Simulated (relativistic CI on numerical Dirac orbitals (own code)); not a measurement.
**d1 in a ligand field**

Computed with a parametric ligand-field model of a d^n configuration (Racah B and C, spin-orbit zeta, crystal field), exact diagonalisation.

Field parameters in Wybourne normalisation: D3d B²₀ = −7Dσ, B⁴₀ = −14Dq − 21Dτ, B⁴₃ = −14√(10/7) Dq; Oh B⁴₀ = 21Dq, B⁴₄ = √(5/14) B⁴₀. The field is a parameter set, without covalency.

(1) Ground term and bands for B = 680, C = 3000, ζ = 0 cm⁻¹, D3d, 10Dq = 12650, Dσ = 590, Dτ = 100 cm⁻¹?

(2) Ground term and bands for B = 840, C = 2970, ζ = 0 cm⁻¹, D3d, 10Dq = 12700, Dσ = 1200, Dτ = -50 cm⁻¹?

(3) Ground term and bands for B = 610, C = 2160, ζ = 0 cm⁻¹, D3d, 10Dq = 20600, Dσ = -1200, Dτ = -130 cm⁻¹?

(4) Ground term and bands for B = 770, C = 3600, ζ = 0 cm⁻¹, Oh, 10Dq = 26850 cm⁻¹?

(5) Ground term and bands for B = 580, C = 2480, ζ = 0 cm⁻¹, D3d, 10Dq = 24700, Dσ = 1200, Dτ = -10 cm⁻¹?

Answers

(1) Ground term 2A1 with 0.00 electrons in the two orbitals of the cubic e set. Spin-allowed: 2E 2407 cm⁻¹, 2E 14693 cm⁻¹ (681 nm). Lowest spin-forbidden: none.

(2) Ground term 2A1 with 0.00 electrons in the two orbitals of the cubic e set. Spin-allowed: 2E 2985 cm⁻¹, 2E 14965 cm⁻¹ (668 nm). Lowest spin-forbidden: none.

(3) Ground term 2E with 0.00 electrons in the two orbitals of the cubic e set. Spin-allowed: 2A1 4556 cm⁻¹ (2195 nm), 2E 21762 cm⁻¹ (460 nm). Lowest spin-forbidden: none.

(4) Ground term 2T2 with 0.00 electrons in the two orbitals of the cubic e set. Spin-allowed: 2E 26850 cm⁻¹ (372 nm). Lowest spin-forbidden: none.

(5) Ground term 2A1 with 0.00 electrons in the two orbitals of the cubic e set. Spin-allowed: 2E 3408 cm⁻¹ (2934 nm), 2E 27142 cm⁻¹ (368 nm). Lowest spin-forbidden: none.
